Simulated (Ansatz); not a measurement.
Total energies of Zn3H12Se3, a cluster cut from wurtzite ZnSe (hydrogen-capped) from Ansatz at PBE-D4/def2-SVP, gas phase (1 Eh = 27.2114 eV = 2625.5 kJ/mol). The reference geometry is relaxed at B3LYP-D4/def2-SVP.

```xyz
18

Se    2.1806    0.0849    0.7671
Zn    1.5898   -2.9027    1.0277
Se   -1.1071   -2.0273   -0.1136
Zn    1.6559    3.0379    0.1793
Se   -1.0641    1.9391   -0.6800
Zn   -3.2686   -0.1270   -1.1428
H     2.8161    0.2637    2.0849
H     3.4818   -0.0236    0.0829
H     2.2036   -3.2829   -0.3551
H     1.1306   -2.8072    2.5157
H    -1.2262   -3.0544   -1.1643
H    -1.9580   -2.7897    0.8177
H     2.2700    2.9959   -1.2543
H     1.2040    3.3792    1.6329
H    -1.1479    2.6222   -1.9835
H    -1.9005    2.9578   -0.0202
H    -3.9276    0.0816    0.2558
H    -2.9322   -0.3476   -2.6501
```

```json
{"state": "charge 0 singlet", "geometry": "reference", "energy (Eh)": "-12546.36541"}
{"state": "charge -1 doublet", "geometry": "reference", "energy (Eh)": "-12546.35860"}
{"state": "free Se atom (triplet)", "geometry": "–", "energy (Eh)": "-2400.83018"}
{"state": "free Zn atom (singlet)", "geometry": "–", "energy (Eh)": "-1778.85404"}
{"state": "free H atom (doublet)", "geometry": "–", "energy (Eh)": "-0.49863"}
```

Question: Work out the vertical electron affinity, to the doublet.

Answer: E(charge 0 singlet) − E(charge -1 doublet) = -12546.36541 − (-12546.35860) = -0.00681 Eh = -0.19 eV; negative, so the extra electron isn't bound. The basis lacks diffuse functions, which makes affinities too small.

Question: What is the binding energy per atom against free atoms?

Answer: Atoms: 3 × (-2400.83018) + 3 × (-1778.85404) + 12 × (-0.49863) = -12545.03622 Eh. Binding: -12545.03622 − (-12546.36541) = 1.32919 Eh = 36.17 eV, or 2.01 eV for each of 18 atoms (no zero-point energy, no counterpoise term).

At PBE-D4/def2-SVP the highest occupied level of the charge -1 doublet lies above zero (up to 2.15 eV). By energy differences it is unbound by 0.19 eV (vertical, to the charge 0 singlet, at PBE-D4/def2-SVP) and held by the finite basis.
